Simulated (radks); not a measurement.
Coulomb parameter of the 5d shell of the mercury ion Hg+ in the model configuration [Xe] 4f14 5d9 6s1 6p1, as a second difference U = [E(n + 0.5) + E(n - 0.5) - 2 E(n)] / (0.5)^2 with all orbitals relaxed. "Bare": the charge of the atom changes with n. "Screened": the 6p shell takes up the change at fixed total charge, which measures U(5d,5d) + U(6p,6p) - 2 U(5d,6p). Calculated with a radial shooting solver on a logarithmic mesh with Libxc functionals: scalar-relativistic Kohn-Sham, LDA (Slater exchange, Perdew-Wang correlation), spin-unpolarised, spherical densities, point nucleus.

| case | configuration | E - E(n) (eV) |
|---|---|---|
| start | [Xe] 4f14 5d9 6s1 6p1 | 0.000 |
| bare +0.5 | [Xe] 4f14 5d9.5 6s1 6p1 | -10.208 |
| bare -0.5 | [Xe] 4f14 5d8.5 6s1 6p1 | 13.243 |
| screened +0.5 | [Xe] 4f14 5d9.5 6s1 6p0.5 | -6.699 |
| screened -0.5 | [Xe] 4f14 5d8.5 6s1 6p1.5 | 7.394 |

U(bare) = 12.140 eV, U(screened by 6p) = 2.780 eV, against the Slater integral F0(5d,5d) = 17.299 eV with frozen orbitals.
